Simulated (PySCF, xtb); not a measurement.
RbF, SMILES [Rb][F].

xtb with GFN2-xTB at its own geometry gives an orbital gap of 1.08 eV and a dipole moment of 8.58 D.

The structure is a stationary point at B3LYP-D3(BJ)/def2-TZVPD. The def2 effective core potentials stand for the cores of Rb; spin–orbit coupling is left out.

Problem. What does HF/def2-TZVPD (PySCF) give? (Estimate from the structure and the level; the computed values follow.)

Solution. gap 10.81 eV (levels -10.97 and -0.16 eV), dipole 9.58 D.
